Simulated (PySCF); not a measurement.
Record of a relaxation.

C8H20O4Ti (singlet state).
Atom-mapped SMILES: `[CH3:1][CH2:2][O:3][Ti:4]([O:5][CH2:6][CH3:7])([O:8][CH2:9][CH3:10])[O:11][CH2:12][CH3:13]` (hydrogens: H14, H15, H16 on C1; H17, H18 on C2; H19, H20 on C6; H21, H22, H23 on C7; H24, H25 on C9; H26, H27, H28 on C10; H29, H30 on C12; H31, H32, H33 on C13)

Method: PySCF 2.14.0, PBE0-D3(BJ)/def2-SVP geometry optimisation, gas phase; density fitting, grid level 1; the optimiser is geomeTRIC in internal coordinates, started from a GFN2-xTB structure with every atom displaced at random (about 0.01 Å). 5 of its 22 geometries are shown. The frame can shift and turn from step to step; on so coarse a grid that alone can change the energy by a few meV, and forces under 0.02 eV/Å are noise.

Step 0: E = -39891.5616 eV, largest atomic force 2.685 eV/Å
```
atom  x, y, z in Å  |  force x, y, z in eV/Å
C1      0.835   -1.251   -2.684   -1.499   0.937   1.006
C2      0.952   -2.187   -1.501    0.601  -0.102  -0.470
O3      0.441   -1.628   -0.341    0.562  -1.514  -0.202
Ti4     0.009    0.027   -0.061   -1.619   0.284   0.150
O5     -1.441    0.343   -1.044   -0.592   0.254  -0.339
C6     -2.280    1.450   -0.914   -0.111   0.270   0.255
C7     -1.618    2.576   -0.107   -0.088  -0.655  -1.278
O8      1.219    1.195   -0.488    1.128   1.110  -0.545
C9      2.379    1.447    0.222    1.472  -0.361  -0.535
C10     2.857    0.217    1.005   -0.236   0.953  -0.360
O11    -0.341    0.157    1.667    0.200   0.653   0.572
C12    -0.944   -0.838    2.402   -1.723  -0.410  -0.482
C13    -2.184   -1.419    1.643    2.476  -0.641   0.817
H14     1.340   -0.297   -2.464    0.151  -0.067  -0.153
H15    -0.249   -0.999   -2.825    0.621  -0.138  -0.071
H16     1.209   -1.664   -3.589    0.571  -0.579  -1.086
H17     0.415   -3.110   -1.714   -0.159  -0.528  -0.046
H18     2.018   -2.434   -1.354    0.080  -0.204   0.119
H19    -3.223    1.129   -0.417    0.102   0.105  -0.095
H20    -2.558    1.822   -1.918    0.009  -0.047  -0.021
H21    -1.402    2.215    0.888    0.286  -0.056   0.673
H22    -2.292    3.413   -0.045   -0.498   0.756   0.135
H23    -0.697    2.893   -0.628   -0.102  -0.009   0.278
H24     2.222    2.292    0.893    0.004   0.425   0.292
H25     3.178    1.724   -0.520   -0.377   0.056   0.493
H26     2.996   -0.606    0.312    0.126  -0.493  -0.205
H27     3.794    0.420    1.521    0.349   0.060   0.158
H28     2.103   -0.041    1.743   -0.246  -0.276   0.386
H29    -1.281   -0.419    3.352   -0.038   0.085   0.500
H30    -0.233   -1.635    2.594    0.382  -0.540   0.245
H31    -1.821   -1.833    0.693   -0.229  -0.161  -0.056
H32    -2.887   -0.657    1.455   -1.231   1.220  -0.277
H33    -2.615   -2.210    2.249   -0.371  -0.390   0.143
```

Step 5: E = -39892.3290 eV, largest atomic force 0.540 eV/Å
```
atom  x, y, z in Å  |  force x, y, z in eV/Å
C1      1.010   -1.440   -2.987    0.145  -0.138  -0.110
C2      0.960   -2.294   -1.737   -0.091   0.029   0.316
O3      0.433   -1.597   -0.643    0.013  -0.037  -0.264
Ti4    -0.013    0.031   -0.066   -0.028  -0.024   0.105
O5     -1.421    0.646   -0.980   -0.016   0.154   0.008
C6     -2.378    1.664   -1.001    0.075  -0.257  -0.096
C7     -1.987    2.837   -0.127    0.040   0.067   0.073
O8      1.384    1.133   -0.246    0.155   0.021   0.070
C9      2.614    1.470    0.328   -0.271   0.136   0.018
C10     3.237    0.310    1.076    0.109  -0.064  -0.013
O11    -0.453   -0.095    1.664   -0.175  -0.222   0.077
C12    -1.092   -1.010    2.519    0.516   0.157  -0.027
C13    -2.391   -1.525    1.948   -0.198  -0.023   0.031
H14     1.658   -0.564   -2.831   -0.064   0.040   0.031
H15     0.003   -1.096   -3.266   -0.014   0.050   0.019
H16     1.426   -2.016   -3.830   -0.038   0.014   0.012
H17     0.346   -3.198   -1.906   -0.025   0.025  -0.040
H18     1.973   -2.655   -1.474    0.018   0.029  -0.031
H19    -3.350    1.249   -0.671   -0.003   0.014   0.024
H20    -2.520    1.987   -2.049    0.009   0.057   0.015
H21    -1.876    2.516    0.921   -0.019  -0.010  -0.014
H22    -2.746    3.634   -0.165    0.004  -0.009  -0.011
H23    -1.022    3.257   -0.451   -0.017   0.001  -0.027
H24     2.464    2.319    1.022    0.001  -0.004  -0.001
H25     3.289    1.842   -0.464    0.025  -0.090  -0.040
H26     3.414   -0.546    0.406   -0.026   0.019  -0.009
H27     4.204    0.601    1.518   -0.023   0.007   0.001
H28     2.573   -0.023    1.889   -0.005   0.007  -0.007
H29    -1.247   -0.521    3.496   -0.139   0.089  -0.002
H30    -0.398   -1.848    2.722   -0.052  -0.064  -0.072
H31    -2.220   -2.057    0.999    0.019   0.012   0.004
H32    -3.095   -0.699    1.760    0.036   0.018  -0.028
H33    -2.876   -2.223    2.649    0.040  -0.004  -0.011
```

Step 10: E = -39892.3612 eV, largest atomic force 0.051 eV/Å
```
atom  x, y, z in Å  |  force x, y, z in eV/Å
C1      1.045   -1.554   -3.095    0.013  -0.010   0.019
C2      0.881   -2.341   -1.810    0.008   0.010  -0.046
O3      0.389   -1.552   -0.779   -0.023  -0.035   0.012
Ti4    -0.008    0.018   -0.050    0.016   0.026   0.041
O5     -1.348    0.770   -0.950    0.009  -0.004  -0.028
C6     -2.320    1.753   -1.073   -0.009   0.025   0.010
C7     -2.052    2.940   -0.168    0.004   0.004   0.009
O8      1.415    1.084   -0.083    0.013   0.034  -0.017
C9      2.636    1.500    0.431    0.012  -0.038   0.009
C10     3.368    0.374    1.137    0.006   0.001   0.008
O11    -0.490   -0.242    1.648   -0.014  -0.030  -0.017
C12    -1.098   -1.119    2.541   -0.029  -0.007  -0.002
C13    -2.474   -1.546    2.066   -0.013  -0.003  -0.006
H14     1.752   -0.722   -2.949   -0.004   0.000   0.001
H15     0.080   -1.129   -3.412   -0.002   0.001  -0.002
H16     1.427   -2.196   -3.904   -0.002   0.004  -0.005
H17     0.192   -3.191   -1.974   -0.002  -0.001   0.014
H18     1.852   -2.776   -1.506   -0.004  -0.003   0.005
H19    -3.311    1.319   -0.838   -0.001  -0.006  -0.009
H20    -2.364    2.086   -2.127   -0.003  -0.006  -0.004
H21    -2.038    2.625    0.888   -0.002  -0.005  -0.003
H22    -2.828    3.712   -0.288    0.004  -0.002   0.000
H23    -1.075    3.390   -0.401    0.001  -0.003  -0.004
H24     2.473    2.341    1.131   -0.002   0.008  -0.004
H25     3.259    1.892   -0.396   -0.008   0.017  -0.001
H26     3.558   -0.458    0.441   -0.004   0.001   0.001
H27     4.334    0.720    1.536   -0.003  -0.002  -0.001
H28     2.764   -0.011    1.973   -0.004   0.005  -0.001
H29    -1.180   -0.623    3.526    0.023   0.004   0.004
H30    -0.458   -2.010    2.683    0.010   0.009   0.013
H31    -2.404   -2.085    1.108    0.008   0.005   0.002
H32    -3.121   -0.668    1.917    0.001   0.003   0.001
H33    -2.955   -2.211    2.801    0.004   0.000  -0.002
```

Step 16: E = -39892.3635 eV, largest atomic force 0.052 eV/Å
```
atom  x, y, z in Å  |  force x, y, z in eV/Å
C1      1.120   -1.589   -3.048   -0.030   0.036   0.020
C2      0.887   -2.385   -1.779    0.015   0.002   0.002
O3      0.370   -1.593   -0.760    0.017   0.022  -0.001
Ti4    -0.007    0.008   -0.084   -0.022  -0.021  -0.015
O5     -1.287    0.765   -1.068    0.001   0.003   0.005
C6     -2.222    1.785   -1.200    0.003   0.007   0.024
C7     -1.940    2.940   -0.258   -0.005  -0.008  -0.016
O8      1.434    1.060   -0.092    0.007  -0.038  -0.007
C9      2.629    1.449    0.500   -0.011   0.022  -0.006
C10     3.271    0.321    1.283   -0.021   0.001   0.002
O11    -0.560   -0.213    1.595   -0.016   0.018   0.004
C12    -1.194   -1.045    2.512    0.024  -0.042  -0.018
C13    -2.569   -1.466    2.032    0.029   0.011  -0.015
H14     1.832   -0.769   -2.858    0.015  -0.012  -0.009
H15     0.177   -1.141   -3.397    0.002  -0.013  -0.007
H16     1.525   -2.225   -3.849    0.008  -0.005  -0.001
H17     0.188   -3.219   -1.974   -0.002   0.001  -0.005
H18     1.837   -2.842   -1.439   -0.004  -0.006   0.002
H19    -3.234    1.379   -1.008    0.001   0.001  -0.004
H20    -2.220    2.139   -2.248    0.006   0.003   0.001
H21    -1.973    2.598    0.788    0.001   0.005   0.003
H22    -2.680    3.745   -0.384   -0.003   0.000   0.000
H23    -0.938    3.354   -0.451    0.001   0.003   0.005
H24     2.443    2.314    1.166    0.000  -0.004   0.003
H25     3.318    1.806   -0.290    0.005  -0.010   0.004
H26     3.474   -0.538    0.625    0.010  -0.001   0.001
H27     4.221    0.644    1.737    0.005  -0.001   0.000
H28     2.599   -0.015    2.088    0.004  -0.001   0.001
H29    -1.274   -0.516    3.479   -0.010   0.032   0.016
H30    -0.569   -1.940    2.694   -0.004  -0.002  -0.006
H31    -2.489   -2.022    1.084   -0.007  -0.006   0.004
H32    -3.205   -0.584    1.858   -0.007  -0.002   0.008
H33    -3.064   -2.114    2.772   -0.009   0.005   0.006
```

Step 21: E = -39892.3666 eV, largest atomic force 0.026 eV/Å
```
atom  x, y, z in Å  |  force x, y, z in eV/Å
C1      1.245   -1.644   -3.020    0.005  -0.002  -0.002
C2      0.900   -2.433   -1.772    0.010  -0.001   0.009
O3      0.353   -1.624   -0.783   -0.016   0.001  -0.011
Ti4    -0.014   -0.011   -0.130    0.009   0.005   0.008
O5     -1.218    0.796   -1.169   -0.010  -0.005   0.012
C6     -2.109    1.851   -1.325    0.002   0.000  -0.003
C7     -1.845    2.973   -0.339   -0.002   0.000   0.002
O8      1.463    0.985   -0.081    0.009  -0.008  -0.023
C9      2.629    1.352    0.581   -0.009   0.008   0.013
C10     3.170    0.232    1.448    0.000   0.002   0.002
O11    -0.643   -0.194    1.525   -0.007  -0.006  -0.004
C12    -1.305   -0.967    2.472    0.013   0.004   0.002
C13    -2.699   -1.346    2.013   -0.002   0.000   0.003
H14     1.978   -0.857   -2.785   -0.003   0.001   0.001
H15     0.345   -1.161   -3.431    0.000   0.001   0.001
H16     1.674   -2.298   -3.795   -0.001   0.001   0.000
H17     0.180   -3.237   -2.016   -0.001   0.003  -0.005
H18     1.806   -2.930   -1.376   -0.003  -0.002   0.000
H19    -3.144    1.476   -1.203    0.001   0.001  -0.001
H20    -2.034    2.233   -2.361    0.002   0.002   0.002
H21    -1.950    2.608    0.695    0.001   0.000  -0.001
H22    -2.552    3.804   -0.486    0.000  -0.001   0.001
H23    -0.822    3.359   -0.462   -0.001   0.000   0.000
H24     2.431    2.247    1.202    0.002   0.001  -0.002
H25     3.386    1.652   -0.168    0.000  -0.003   0.001
H26     3.388   -0.658    0.837    0.000   0.000   0.000
H27     4.097    0.538    1.957   -0.001   0.000   0.000
H28     2.431   -0.051    2.213    0.001  -0.001  -0.003
H29    -1.359   -0.398    3.419   -0.002   0.000   0.002
H30    -0.716   -1.880    2.684   -0.001  -0.001  -0.004
H31    -2.651   -1.937    1.086   -0.001  -0.001   0.001
H32    -3.299   -0.445    1.814    0.002  -0.001  -0.002
H33    -3.216   -1.945    2.779    0.000   0.001   0.000
```

**Question.** Summarise the path.

**Answer.** The energy falls by 0.8050 eV from step 0 to step 21; nine tenths of that is first reached at step 5. It falls at every step. The largest force goes from 2.685 to 0.026 eV/Å. Among the bonds C12–C13 changes most, from 1.565 to 1.516 Å; the atoms move by 0.528 Å rms after alignment.

**Question.** Follow the three bonds and two angles with the largest change from start to end.

**Answer.** 
| step | E above end (eV) | largest force (eV/Å) | C12–C13 (Å) | C13–H32 (Å) | Ti4–O8 (Å) | Ti4–O11–C12 (°) | Ti4–O8–C9 (°) |
| --- | --- | --- | --- | --- | --- | --- | --- |
| 0 | 0.8050 | 2.685 | 1.565 | 1.054 | 1.736 | 123.7 | 125.5 |
| 1 | 0.3046 | 0.778 | 1.532 | 1.101 | 1.822 | 124.7 | 125.8 |
| 2 | 0.2228 | 0.410 | 1.522 | 1.100 | 1.810 | 126.4 | 127.9 |
| 3 | 0.1296 | 0.524 | 1.510 | 1.100 | 1.795 | 130.5 | 133.0 |
| 4 | 0.0808 | 0.560 | 1.507 | 1.101 | 1.790 | 134.0 | 137.3 |
| 5 | 0.0376 | 0.540 | 1.509 | 1.101 | 1.788 | 138.2 | 142.6 |
| 6 | 0.0193 | 0.304 | 1.514 | 1.101 | 1.786 | 140.6 | 145.7 |
| 7 | 0.0119 | 0.114 | 1.516 | 1.101 | 1.784 | 142.2 | 147.9 |
| 8 | 0.0088 | 0.098 | 1.517 | 1.101 | 1.781 | 143.3 | 149.3 |
| 9 | 0.0067 | 0.075 | 1.517 | 1.101 | 1.780 | 144.4 | 150.5 |
| 10 | 0.0054 | 0.051 | 1.516 | 1.101 | 1.779 | 145.2 | 151.2 |
| 11 | 0.0046 | 0.038 | 1.516 | 1.101 | 1.780 | 145.6 | 151.2 |
| 12 | 0.0042 | 0.043 | 1.515 | 1.101 | 1.781 | 145.8 | 150.9 |
| 13 | 0.0040 | 0.047 | 1.515 | 1.101 | 1.782 | 145.9 | 150.3 |
| 14 | 0.0038 | 0.052 | 1.516 | 1.101 | 1.783 | 146.1 | 149.8 |
| 15 | 0.0037 | 0.054 | 1.516 | 1.101 | 1.783 | 146.5 | 149.2 |
| 16 | 0.0031 | 0.052 | 1.516 | 1.101 | 1.783 | 146.8 | 149.1 |
| 17 | 0.0021 | 0.029 | 1.516 | 1.101 | 1.782 | 147.2 | 149.4 |
| 18 | 0.0015 | 0.031 | 1.516 | 1.101 | 1.782 | 147.9 | 149.4 |
| 19 | 0.0009 | 0.023 | 1.516 | 1.101 | 1.782 | 148.5 | 149.1 |
| 20 | 0.0003 | 0.023 | 1.516 | 1.101 | 1.782 | 149.1 | 149.0 |
| 21 | 0.0000 | 0.026 | 1.516 | 1.101 | 1.782 | 149.2 | 148.8 |

The cost below is that of the whole optimisation. On Intel Xeon Platinum 8488C, 2 threads, shared host, this took 17 min wall, 39 min CPU and 2.8 GiB of memory at its peak.
